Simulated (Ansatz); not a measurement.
`C[Si](C)(Cl)C#N` + H₂O → `C[Si](C)(O)Cl` + `C#N` at 600 K and 1 bar (formal hydrolysis of the Si–C bond).

Gas-phase electronic energies from Ansatz, PBE0-D4/def2-TZVP geometries. CCSD(T)/CBS is the MP2 limit (def2-TZVPP, def2-QZVPP) plus CCSD(T) − MP2 in def2-TZVPP, frozen cores. This one scheme is used for every species. One conformer a species, not always the lowest.

```tsv
species	CCSD(T)/CBS energy (Eh)	H − E (kJ/mol)	S (J/(mol·K))
`C[Si](C)(Cl)C#N`	-921.41227	295.2	490.0
H₂O	-76.37941	76.8	212.8
`C[Si](C)(O)Cl`	-904.49412	306.6	469.7
`C#N`	-93.32098	64.3	228.4
```

H − E and S are ideal-gas, rigid-rotor, harmonic terms from PBE0-D4/def2-TZVP, for one conformer and one mirror image of each species. 1 Eh = 2625.50 kJ/mol, R = 8.31446 J/(mol·K).

By hand: ΔE, ΔH, ΔS and ΔG.

ΔE = (-904.49412) + (-93.32098) − (-921.41227) − (-76.37941) = -0.02342 Eh = -61.5 kJ/mol. Δ(H − E) = 306.6 + 64.3 − 295.2 − 76.8 = -1.1, so ΔH = -62.6 kJ/mol. ΔS = 469.7 + 228.4 − 490.0 − 212.8 = -4.7 J/(mol·K). ΔG = -62.6 − 600 × (-4.7)/1000 = -59.8 kJ/mol.

By hand: the equilibrium constant, and the temperature at which ΔG would vanish if ΔH and ΔS stayed fixed.

log₁₀ K = −ΔG/(RT ln 10) = 5.2. ΔG = 0 at ΔH/ΔS = 13319 K, far beyond where these terms or the molecules hold.

The number of gas molecules stays the same, so ΔS is small and ΔH decides. A doubt of 5 kJ/mol in ΔE shifts log₁₀ K by 0.4 here. Other conformers and mirror images would add mixing entropy, several J/(mol·K) or more a flexible species. These are equilibria of isolated gas molecules and say nothing of rates. Largest T1 diagnostic: 0.014 (customary marks: 0.02 for closed shells, 0.045 for open ones).
